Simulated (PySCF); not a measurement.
C7H9O2S (charge -1).
SMILES with atom numbers: `[CH3:1][C:2](=[O:3])/[CH:4]=[C:5](/[O-:6])[CH2:7][C:8]([CH3:9])=[S:10]` (hydrogens: H11, H12, H13 on C1; H14 on C4; H15, H16 on C7; H17, H18, H19 on C9)

Method: PySCF, PBE0-D3(BJ)/def2-SVP geometry optimisation, gas phase.

(1) Give the optimised bond lengths and angles.

## Answers

(1) 
```csv
bond,length (bohr),order
C1–C2,2.901,single
C2=O3,2.343,double
C2–C4,2.694,single
C4=C5,2.670,double
C5–O6,2.343,single
C5–C7,2.960,single
C7–C8,2.808,single
C8–C9,2.816,single
C8=S10,3.103,double
"C1–H11, C1–H12, C1–H13",2.081,single
C4–H14,2.070,single
C7–H15,2.090,single
C7–H16,2.073,single
"C9–H17, C9–H18",2.080,single
C9–H19,2.098,single
```

Bonds in one row agree within 0.02 bohr and their mean is given. Orders are formal, as drawn. A selection of angles:
```csv
angle,degrees
C1–C2–O3,117.0
C1–C2–C4,114.2
O3–C2–C4,128.8
C2–C4–C5,130.0
C4–C5–O6,124.2
C4–C5–C7,116.9
O6–C5–C7,118.9
C5–C7–C8,112.5
C7–C8–C9,114.8
C7–C8–S10,123.1
C9–C8–S10,122.0
```

Torsions: C1–C2–C4–C5 180° (antiperiplanar); C2–C4–C5–O6 178° (antiperiplanar); C4–C5–C7–C8 -137° (anticlinal); C5–C7–C8–C9 -70° (synclinal). The mirror-image conformer, all signs reversed, is as good.

The C–C distances run from 1.413 Å (C4=C5, drawn double in one of several resonance forms) to 1.566 Å (C5–C7, drawn single), a spread of 0.153 Å. C5 (vinylic carbon bearing oxygen) is planar (angles 124.2°, 118.9° and 116.9°, sum 360.0°, 0.01 Å off the plane of its three neighbours). C2 (ketone carbonyl carbon) is planar (angles 128.8°, 117.0° and 114.2°, sum 360.0°, 0.00 Å off the plane of its three neighbours). Of the pairs four or more bonds apart, O3···H16 is among the closest relative to their van der Waals radii: 2.07 Å, 76 % of the sum of Bondi's values. C4 (carbon bonded to 2 C and H) is planar (angles 130.0°, 116.9° and 113.1°, sum 360.0°, 0.01 Å off the plane of its three neighbours). C8 (thiocarbonyl carbon) is planar (angles 123.1°, 122.0° and 114.8°, sum 359.9°, 0.03 Å off the plane of its three neighbours).

Point group: C1 (no symmetry element, even within 0.4 Å). Whether it is a minimum is left open (no frequencies). The geometry's basis has no diffuse functions, a weakness for an anion.

The run took about 5 min of CPU time (one thread, shared machine). These figures are those of the optimisation.
